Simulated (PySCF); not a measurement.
C₅H₈F₃PSi.
Geometry (PBE0-D3(BJ)/def2-SVP, Å), atoms numbered from 1 in this order:
```
atom  x, y, z in Å
C1     2.3499    1.2764   -0.3999
C2     1.4208    0.0944   -0.3230
Si3    1.7423   -1.2841    0.9331
C4     0.3289   -0.0471   -1.0341
P5    -1.0012   -0.3444   -1.9558
C6    -2.3365    0.4140   -0.8588
C7    -2.5522   -0.2757    0.4631
F8    -1.5086   -0.1336    1.2894
F9    -2.7650   -1.5860    0.3119
F10   -3.6187    0.2309    1.0942
H11    3.3741    0.9468   -0.6378
H12    2.3960    1.7920    0.5731
H13    2.0262    1.9960   -1.1645
H14    3.1244   -1.8201    0.7283
H15    1.6693   -0.7084    2.3110
H16    0.7372   -2.3674    0.7655
H17   -3.2840    0.3522   -1.4151
H18   -2.1297    1.4760   -0.6662
```

Method used: PBE0-D3(BJ)/def2-SVP geometry optimisation, gas phase (PySCF 2.14.0).

Take the most abundant isotopes and a rigid rotor. The values belong to one conformer with, in the numbering `[CH3:1][C:2]([SiH3:3])=[C:4]=[P:5][CH2:6][C:7]([F:8])([F:9])[F:10]`, C4–P5–C6–C7 -66°.

Task: Give the principal moments of inertia and the rotational constants in cm⁻¹.

Result: Ia = 359.77, Ib = 853.82, Ic = 993.32 u·Å²; 505379 MHz·u·Å²/I gives 1405, 591.9 and 508.8 MHz, that is A = 0.04686, B = 0.01974, C = 0.01697 cm⁻¹.

Task: Classify the top.

Result: An asymmetric top. Ray's parameter κ = (2B − A − C)/(A − C) = -0.814; −1 is the prolate and +1 the oblate limit.

Task: Is it planar, by Δ = Ic − Ia − Ib?

Result: Not planar: Δ = Ic − Ia − Ib = -220.27 u·Å². For a rigid frame Δ = −2 Σ m c², so Σ m c² = 110.14 u·Å² lies off the ab plane: 15.81 from hydrogen and 94.32 from heavier atoms. The atom farthest from that plane is 2.17 Å away.

Task: Give the other two planar moments, Paa and Pbb, and the rms extents of the mass along the axes.

Result: Paa = Σ m a² = (Ib + Ic − Ia)/2 = 743.69 and Pbb = Σ m b² = (Ia + Ic − Ib)/2 = 249.63 u·Å². With the mass M = 184.01 u, the rms extents √(P/M) along a, b and c are 2.01, 1.16, 0.77 Å.

Task: Where do the levels up to J = 2 lie, in MHz?

Result: Above 0(0,0):
J = 1: 1(0,1) 1101, 1(1,1) 1914, 1(1,0) 1997
J = 2: 2(0,2) 3296, 2(1,2) 4032, 2(1,1) 4281, 2(2,1) 6720, 2(2,0) 6726
Those of J = 1 are B + C, A + C and A + B.

Task: Which types of transition are allowed, and where do some lines up to J = 3 fall?

Result: The dipole components are |μa| = 1.30 D, |μb| = 0.91 D, |μc| = 1.57 D. The squared components, which scale the intensities, stand as 0.69 : 0.34 : 1.00 (a : b : c). Some lines, for components of 0.1 D or more:

```csv
type,branch,"J(Ka,Kc)",MHz,lower level (cm⁻¹)
a,Q,"3(1,2) ← 3(1,3)",498,0.240
c,Q,"2(1,2) ← 2(0,2)",736,0.110
b,R,"3(1,2) ← 2(2,1)",984,0.224
b,Q,"2(1,1) ← 2(0,2)",985,0.110
a,R,"2(1,1) ← 1(1,0)",2284,0.067
c,Q,"3(2,2) ← 3(1,2)",2318,0.257
b,Q,"3(2,1) ← 3(1,2)",2348,0.257
b,Q,"2(2,0) ← 2(1,1)",2445,0.143
b,Q,"2(2,1) ← 2(1,2)",2688,0.134
b,Q,"3(2,2) ← 3(1,3)",2816,0.240
b,R,"2(1,2) ← 1(0,1)",2931,0.037
c,R,"2(1,1) ← 1(0,1)",3180,0.037
a,R,"3(0,3) ← 2(0,2)",3278,0.110
a,R,"3(2,1) ← 2(2,0)",3326,0.224
c,Q,"3(3,1) ← 3(2,1)",4246,0.335
b,Q,"3(3,1) ← 3(2,2)",4276,0.334
c,R,"3(1,2) ← 2(0,2)",4408,0.110
b,R,"2(2,1) ← 1(1,0)",4723,0.067
c,R,"2(2,0) ← 1(1,0)",4729,0.067
b,R,"2(2,0) ← 1(1,1)",4812,0.064
b,R,"3(2,2) ← 2(1,1)",5741,0.143
c,R,"3(2,1) ← 2(1,1)",5771,0.143
c,R,"3(2,2) ← 2(1,2)",5990,0.134
c,R,"3(3,1) ← 2(2,1)",7578,0.224
b,R,"3(3,0) ← 2(2,1)",7578,0.224
```

No PBE0-D3(BJ)/def2-SVP frequencies stand behind this structure, so it isn't proved a minimum. Constants of a rigid frame at the computed geometry: no zero-point averaging, no centrifugal distortion. A rigid rotor knows nothing of internal rotation, which can split or shift real lines.

The run took 7.5 min on Arm Neoverse N1, one thread (shared host), and the process peaked at 0.85 GiB of memory. That covers the optimisation of the geometry.
